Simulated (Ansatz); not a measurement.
## How methods differ on C2H5NSi (SMILES C[SiH2]C#N)

C2H5NSi has 9 atoms, charge 0, and is taken as a singlet. As SMILES, `C[SiH2]C#N`. The shape is that of a PBE0-D4/def2-TZVP optimisation.

```xyz
9

C    -0.6720    0.9311   -0.4975
Si   -0.1468   -0.5546    0.4883
C     1.6383   -0.9101    0.1298
N     2.7473   -1.1124   -0.1076
H    -0.5541    0.7461   -1.5668
H    -0.0728    1.8034   -0.2298
H    -1.7219    1.1604   -0.3009
H    -0.8933   -1.7794    0.1170
H    -0.2364   -0.3308    1.9503
```

Quantity: the electronic atomisation energy, in eV. The values are calculated. Electronic energies at fixed atoms, without zero-point motion or spin-orbit coupling.

| level | kind | program | value (eV) | CPU time (all runs) |
| --- | --- | --- | --- | --- |
| SVWN5/cc-pVDZ | LDA | Ansatz | 40.12 | 1.9 s |
| PBE/cc-pVDZ | GGA | Ansatz | 36.09 | 2.8 s |
| r2SCAN/cc-pVDZ | meta-GGA | Ansatz | 35.35 | 5.6 s |
| B3LYP/cc-pVDZ | global hybrid | Ansatz | 35.26 | 3.1 s |
| PBE0/cc-pVDZ | global hybrid | Ansatz | 35.36 | 2.9 s |
| CAM-B3LYP/cc-pVDZ | range-separated hybrid | Ansatz | 35.44 | 3.3 s |
| B2PLYP/cc-pVDZ | double hybrid | Ansatz | 34.80 | 4.3 s |
| RPA@PBE/cc-pVDZ | RPA | Ansatz | 32.16 | 4.3 s |
| MP2/cc-pVDZ | perturbation theory | Ansatz | 33.72 | 1.3 s |
| CCSD/cc-pVDZ | coupled cluster or CI | Ansatz | 32.70 | 5.5 s |

Correlated wave functions underbind in double-zeta sets. The values span 32.16 to 40.12 eV. In so small a basis fixed costs decide the times, and correlated methods can beat functionals. Times are those of the runs behind each value, whatever else they computed, on shared processors of several kinds: orders of magnitude only.
